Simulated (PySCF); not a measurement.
```xyz
3
charge 0 multiplicity 3, angstrom
Os    0.0000    0.0000   -0.4964
S     1.0607    0.0000    1.4910
S    -1.0607    0.0000    1.4910
```

Computed with PySCF, UB3LYP, basis Os def2-SVP with ECP60, S def2-SVP (scalar-relativistic core potentials, no spin–orbit coupling, density fitting).

This geometry of OsS2 is a stationary point at this level.

Task: What is the point group?

Result: C2v.

Task: Is it a minimum?

Result: Yes: all harmonic wavenumbers are real.

Task: What are the dipole moment and the gap between the highest occupied and lowest empty levels of either spin?

Result: 2.67 D and 2.22 eV.

Task: Give the atomic charges and bond orders.

Result: 
```
atom  Mulliken  Löwdin  polar tensor  spin (Mulliken)  Mayer order to Os1
 Os1      0.10   -0.45          0.45             1.74                   –
S2,3     -0.05    0.22         -0.22             0.13                1.31
```
Other Mayer orders above 0.3: S–S 1.06.

Task: What is the atomisation energy, with and without zero-point energy?

Result: 611 kJ/mol without, 605 kJ/mol with.

This need not be the most stable arrangement of these atoms. Open d and f shells are described by one determinant, and the ground state may have another occupation or spin. At this level a broken-symmetry Ms = 0 minimum of C2v symmetry lies 168 kJ/mol below this structure. Spin–orbit coupling, left out here, can matter for elements this heavy.
